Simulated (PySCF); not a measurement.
PySCF job for Cl2W, SMILES [Cl][W][Cl] (connectivity only; charge and spin as stated), neutral, multiplicity 5, C-PCM-PBE0/def2-SVP. Geometry optimised at B3LYP-D3(BJ)/def2-TZVP. The spin state was assumed, not searched. The def2 effective core potentials stand for the cores of W; spin–orbit coupling is left out.

```python
import numpy as np
from pyscf import gto, scf, dft
from pyscf.solvent import pcm

mol = gto.M(
    atom='''
    W     0.00000000   -0.00000000   -0.23976546
    Cl    0.00000000    2.15497822    0.52184247
    Cl    0.00000000   -2.15497821    0.52184247
    ''',
    basis='def2-SVP',
    ecp={'W': 'def2-svp'},
    charge=0,
    spin=4,
    max_memory=1600,
    verbose=3,
)
mf = dft.UKS(mol, xc='pbe0').density_fit(auxbasis='def2-universal-jkfit')
mf.grids.level = 3
mf.conv_tol = 1e-9
mf.max_cycle = 100
mf.kernel()
fine, coarse = mf.grids, dft.Grids(mol).set(level=1).build(with_non0tab=True)
for _ in range(3):  # follow internal instabilities
    mf.grids = coarse
    mo, _, stable, _ = mf.stability(return_status=True, nroots=4)
    mf.grids = fine
    if stable:
        break
    mf.kernel(mf.make_rdm1(mo, mf.mo_occ))
res = {}
for name, eps in {'water': 78.355, 'benzene': 2.2706, 'diethylether': 4.24}.items():
    s = mf.PCM()
    s.with_solvent.method, s.with_solvent.eps, s.with_solvent.lebedev_order = 'C-PCM', eps, 29
    s.kernel(mf.make_rdm1())
    res[name] = (s.e_tot, eps, s.dip_moment(), s.mo_energy, s.converged)
    print(f'{name}: electrostatic solvation free energy {(s.e_tot - mf.e_tot) * 627.509474:.3f} kcal/mol')
```

Output:

```

WARN: HOMO -0.357177715776808 >= LUMO -0.375051821284753

converged SCF energy = -986.90980628322  <S^2> = 6.0176273  2S+1 = 5.007046
<class 'pyscf.df.df_jk.DFUKS'> wavefunction is stable in the internal stability analysis

WARN: PCM is an experimental feature. It is still in testing.
Features and APIs may be changed in the future.

converged SCF energy = -986.917284990972  <S^2> = 6.015425  2S+1 = 5.0061662
Dipole moment(X, Y, Z, Debye):  0.00000, -0.00000, -2.53778
water: electrostatic solvation free energy -4.693 kcal/mol

WARN: PCM is an experimental feature. It is still in testing.
Features and APIs may be changed in the future.

converged SCF energy = -986.913644116808  <S^2> = 6.0164748  2S+1 = 5.0065856
Dipole moment(X, Y, Z, Debye): -0.00000, -0.00000, -2.10656
benzene: electrostatic solvation free energy -2.408 kcal/mol

WARN: PCM is an experimental feature. It is still in testing.
Features and APIs may be changed in the future.

converged SCF energy = -986.915292876704  <S^2> = 6.0159927  2S+1 = 5.006393
Dipole moment(X, Y, Z, Debye):  0.00000, -0.00000, -2.29765
diethylether: electrostatic solvation free energy -3.443 kcal/mol
```

Self-consistency was reached.

Cost: about 40 core-seconds (a rough figure).
